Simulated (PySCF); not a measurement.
Relaxation of singlet H₄SeO

These are results of PySCF, PBE0, basis Se def2-TZVP, O def2-TZVP, H def2-TZVP (no relativity, density fitting), not measurements. A (50,194) grid was used.

A start displaced from a saddle point along its imaginary mode, of C2v symmetry, held to at least that symmetry:

```xyz
6
charge 0 multiplicity 1, angstrom
Se    0.0000    0.0000   -0.2417
O     0.0000    0.0000    1.3787
H     1.4517    0.0000   -0.7926
H     0.0000    1.5287   -0.5653
H    -1.4517    0.0000   -0.7926
H     0.0000   -1.5287   -0.5653
```

Optimiser trace:
```json
{"step": "0", "E − E(last) (kJ/mol)": "46.45", "largest gradient (Eh/bohr)": "0.00377"}
{"step": "1", "E − E(last) (kJ/mol)": "42.50", "largest gradient (Eh/bohr)": "0.00457"}
{"step": "2", "E − E(last) (kJ/mol)": "36.45", "largest gradient (Eh/bohr)": "0.00565"}
{"step": "3", "E − E(last) (kJ/mol)": "28.34", "largest gradient (Eh/bohr)": "0.00784"}
{"step": "4", "E − E(last) (kJ/mol)": "19.53", "largest gradient (Eh/bohr)": "0.00960"}
{"step": "5", "E − E(last) (kJ/mol)": "3.64", "largest gradient (Eh/bohr)": "0.01290"}
{"step": "6", "E − E(last) (kJ/mol)": "0.73", "largest gradient (Eh/bohr)": "0.00477"}
{"step": "7", "E − E(last) (kJ/mol)": "0.02", "largest gradient (Eh/bohr)": "0.00164"}
{"step": "8", "E − E(last) (kJ/mol)": "0.00", "largest gradient (Eh/bohr)": "0.00038"}
{"step": "9", "E − E(last) (kJ/mol)": "0.00", "largest gradient (Eh/bohr)": "0.00005"}
```

It ends at C2v with Se–H 1.517 Å (×2), Se–H 1.548 Å (×2), Se–O 1.634 Å; H–Se–H 89.1° (×4), H–Se–H 96.0°, H–Se–H 177.4°, H–Se–O 91.3° (×2), H–Se–O 132.0° (×2). A frequency run shows a minimum.

Final geometry:
```xyz
6
charge 0 multiplicity 1, angstrom
Se    0.0000    0.0000   -0.2403
O     0.0000    0.0000    1.3934
H     1.1268    0.0000   -1.2556
H     0.0000    1.5471   -0.2750
H    -1.1268    0.0000   -1.2556
H     0.0000   -1.5471   -0.2750
```
